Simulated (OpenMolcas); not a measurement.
## Fe2+: moving the ligands

Fe2+ with 6 ligands (sulfide) in octahedral coordination (Oh) at 2.56 Å. A charge of +1.67 e stands 2.6 Å behind each ligand. Ligand basis ANO-RCC-VDZP.
```
Fe    0.0000    0.0000    0.0000
S     2.5600    0.0000    0.0000
S     0.0000    2.5600    0.0000
S    -2.5600    0.0000    0.0000
S     0.0000   -2.5600    0.0000
S     0.0000    0.0000    2.5600
S     0.0000    0.0000   -2.5600
```

| Quantity | Value |
| --- | --- |
| Program | OpenMolcas 26.06 |
| Method | CASSCF |
| Basis | ANO-RCC-VTZP [6s5p3d2f1g] |
| Scalar Hamiltonian | DKH2, point nucleus |
| Active space | 6 electrons in 5 orbitals (3d) |
| State averaging | 2S+1 = 5 even, 5 roots; 2S+1 = 3 even, 45 roots; 2S+1 = 1 even, 50 roots |
| Spin-orbit coupling | state interaction with AMFI integrals over the reference wave functions |

Runs around this geometry, states (labels of O, the rotations of Oh). Energies in cm-1 above the lowest state or level, χT in cm3 K/mol; under a threefold ground state the first gap can be a small split of the lowest multiplet, not the spin-orbit step.

```tsv
R (Å)	Ground state	First state of that spin	First gap with spin-orbit (degeneracies)	χT at 300 K	First state of another spin
2.42	5T2	5E 1850	161.0 (3, 2)	4.458	3T1 20027
2.56	5T2	5E 1490	151.7 (3, 2)	4.577	3T1 20835
2.65	5T2	5E 1271	143.8 (3, 2)	4.669	3T1 21191
```

Taking the first state of the same spin as R^-n, n = -ln(1271 / 1850) / ln(2.65 / 2.42) = 4.1 between the shortest and longest distance.

An orbital triplet at a regular site is open to Jahn-Teller coupling, which can distort the site and quench the lowest spin-orbit gaps and is left out. Without dynamic correlation the repulsion within the d shell is too large (B by tens of per cent), so at a given field states of lower spin stand too high. CASSCF with metal d orbitals alone favours high spin, so a ground state of lower spin is not ruled out. The sulfide ions are held by bare point charges, a crude embedding. Ligand-to-metal charge-transfer states are missing. With oxide or sulfide held by bare charges the field of late divalent 3d ions can come out several times too small, and g and χT far too large. With no ligand orbital active B as a rule stays too high, so bands that hang on it stand too high and its fall with covalency is understated. With metal d orbitals alone and no dynamic correlation the field as a rule comes out too small, by tens of per cent, by up to half for chloride and softer ligands, and with too little covalency χT stands high. No measured value stands beside these numbers; the geometry was imposed, not optimised, and the real ion may take another.
